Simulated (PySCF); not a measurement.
# Electron correlation in Ca+ (calcium, charge +1)

[Ar] 3d1, 2D determinant (an excited configuration). Computed with PySCF 2.14 in def2-TZVPPD (6s5p3d, 36 functions), with no relativity, point nucleus. Frozen: [Ne]; 9 electrons correlated.

MP2 pair energies summed by pair of shells (mhartree):

```
 pair   energy  share (%)
3p-3p  -122.35       75.8
3s-3p   -18.43       11.4
3p-3d   -11.14        6.9
3s-3s    -6.18        3.8
3s-3d    -3.25        2.0
```

Total MP2 correlation energy: -161.35 mhartree.

Same-spin part -46.18 and opposite-spin part -115.17 mhartree; SCS-MP2 scales them by 1/3 and 6/5 to -153.60 mhartree.

This basis was not built for core-valence correlation, so the inner-shell part is incomplete.
